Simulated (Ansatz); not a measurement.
C2H4OZn, SMILES `O=C[CH2][ZnH]`, charge 0, multiplicity 1.

Task: Give a relaxed structure at PBE0-D4/def2-TZVP (Ansatz). (An estimate is asked.)

Result: Computed: 
```xyz
8

O    -0.8093    1.5645   -1.1502
C    -0.2230    1.1864   -0.1636
C     0.6483    0.0055   -0.0883
Zn   -0.4656   -1.5670    0.3270
H    -0.3508    1.7351    0.7979
H     1.1079   -0.2112   -1.0564
H     1.4029    0.0997    0.6961
H    -1.3104   -2.8130    0.6375
```
